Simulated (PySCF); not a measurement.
Species: `C[SiH2][C@@H]1C[C@@H]1N([SiH3])[SiH3]`. The columns A, B, C and D hold Mulliken, IAO, Hirshfeld and ESP-fitted charges (e) of one PBE0/pcSseg-1 density (PySCF), in a shuffled order. Coordinates in Å (GFN2-xTB); the density's dipole moment is (-0.49, 0.77, -0.59) D.

```
atom       x       y       z       A       B       C       D
  C1  -3.387   0.219   0.853  -0.711  -0.711  -0.630  -0.214
 Si2  -1.605  -0.397   0.613  +0.624  +0.772  +0.700  +0.341
  C3  -0.763   0.759  -0.612  -0.239  -0.443  -0.484  -0.141
  C4  -0.103   0.194  -1.846  -0.342  -0.284  -0.176  -0.087
  C5   0.740   0.779  -0.769  -0.013  -0.018  +0.034  +0.005
  N6   1.596  -0.001   0.067  -0.432  -0.772  -0.907  -0.254
 Si7   2.153   0.822   1.494  +0.482  +0.743  +0.617  +0.345
 Si8   2.063  -1.598  -0.422  +0.461  +0.734  +0.611  +0.342
  H9  -3.941   0.216  -0.081  +0.168  +0.154  +0.136  +0.041
 H10  -3.413   1.231   1.245  +0.167  +0.153  +0.134  +0.041
 H11  -3.922  -0.415   1.551  +0.174  +0.155  +0.137  +0.041
 H12  -1.649  -1.767   0.079  -0.133  -0.134  -0.088  -0.083
 H13  -0.917  -0.410   1.912  -0.141  -0.133  -0.084  -0.083
 H14  -1.238   1.725  -0.750  +0.128  +0.151  +0.141  +0.044
 H15  -0.187   0.734  -2.780  +0.156  +0.154  +0.133  +0.052
 H16  -0.113  -0.877  -1.966  +0.151  +0.144  +0.155  +0.045
 H17   1.167   1.758  -0.986  +0.130  +0.133  +0.130  +0.043
 H18   1.044   1.617   2.028  -0.112  -0.130  -0.093  -0.078
 H19   2.592  -0.201   2.435  -0.091  -0.122  -0.095  -0.073
 H20   3.256   1.728   1.143  -0.120  -0.145  -0.092  -0.086
 H21   2.460  -1.562  -1.833  -0.099  -0.134  -0.092  -0.081
 H22   0.963  -2.554  -0.235  -0.116  -0.147  -0.091  -0.083
 H23   3.198  -1.973   0.415  -0.093  -0.122  -0.096  -0.075
```

Which column most likely holds the ESP-fitted charges?

A. Σ q r misses the density's dipole by 0.03 D (A), 0.87 D (D), 1.96 D (C), 2.14 D (B). Charges fitted to the outside potential are the only set here that is tied to the molecule's multipoles.

And the Hirshfeld charges?

D. The mean sizes are 0.116 e (D), 0.230 e (A), 0.255 e (C), 0.286 e (B), and Hirshfeld charges are commonly the smallest of these schemes.

As computed, A = ESP-fitted, B = IAO, C = Mulliken, D = Hirshfeld. Hydrogens on carbon: ESP-fitted +0.13 to +0.17, IAO +0.13 to +0.16, Mulliken +0.13 to +0.15, Hirshfeld +0.04 to +0.05 e.

The Hirshfeld scheme weights the molecular density at each point by an atom's share of the summed free-atom densities. The IAO scheme counts the electrons in orthogonalised intrinsic atomic orbitals, a minimal basis polarised so that it spans the occupied orbitals exactly.

The structure is a single GFN2-xTB conformer in the gas phase; no vibrational or solvent corrections.

Shape of the structure used: `[CH3:1][SiH2:2][C@@H:3]1[CH2:4][C@@H:5]1[N:6]([SiH3:7])[SiH3:8]`: C1–Si2–C3–C4 -126°, C4–C5–N6–Si7 -165°.
